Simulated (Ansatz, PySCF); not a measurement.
Gas-phase reaction (SMILES): FC(F)(F)C(Cl)Cl → F[C](F)F + Cl[CH]Cl; the C-C bond at the site shown breaks (other sites are not compared here).

Geometries: B3LYP-D3(BJ)/def2-TZVP minima from Ansatz (a quantum-chemistry and plane-wave program), one conformer each, not searched for the lowest. Correlated levels leave the core frozen unless marked. UHF or UKS for open shells. Spin-orbit coupling is left out. Non-relativistic. CBS marks a two-point X^-3 extrapolation of the correlation energy; Hartree-Fock from the larger set. The bracket is a focal-point correction in the basis named. Thermal terms are rigid-rotor harmonic-oscillator values from B3LYP-D3(BJ) frequencies (PySCF) at 298.15 K and 1 atm. 1 Eh = 627.5095 kcal/mol. Electronic entropy comes from spin alone.

| species | E, RI-MP2/CBS(cc-pV(T+d)Z,cc-pV(Q+d)Z)+[CCSD(T)-MP2]/cc-pV(T+d)Z (Ansatz) (Eh) | E, wB97X-V/def2-TZVPD (Ansatz) (Eh) | H - E (Eh) | G - E (Eh) |
|---|---|---|---|---|
| FC(F)(F)C(Cl)Cl | -1295.61706 | -1296.68809 | 0.04164 | 0.00152 |
| F[C](F)F | -337.33775 | -337.60646 | 0.01637 | -0.01369 |
| Cl[CH]Cl | -958.12952 | -958.93737 | 0.02015 | -0.01184 |

**Question.** Work out ΔE and ΔH, ΔG, ΔS and the equilibrium constant at 298.15 K at the first level, then ΔH at the second.

**Answer.** 
1. ΔE = [(-337.33775) + (-958.12952)] - [(-1295.61706)] = 0.14979 Eh = 94.0 kcal/mol at RI-MP2/CBS(cc-pV(T+d)Z,cc-pV(Q+d)Z)+[CCSD(T)-MP2]/cc-pV(T+d)Z.
2. The terms H - E add up to -0.00512 Eh, so ΔH = (0.14979 + (-0.00512))×627.5095 = 90.8 kcal/mol.
3. The terms G - E add up to -0.02705 Eh, so ΔG = 77.0 kcal/mol, and ΔS = (-0.00512 - (-0.02705))×627509.5/298.15 = 46.2 cal/(mol K).
4. log10 K = -ΔG/(RT ln 10) = -56.4, with RT ln 10 = 1.3642 kcal/mol.
5. With ΔH and ΔS taken as constant, ΔG changes sign near ΔH/ΔS = 1970 K, a rough figure that leaves out heat capacities.
6. At wB97X-V/def2-TZVPD the same steps give ΔE = 90.5 and ΔH = 87.3 kcal/mol, a shift of -3.5 from the first level.
7. These values are not checked against measurement here, since the tables used lack a sound gas-phase enthalpy of formation for at least one species.
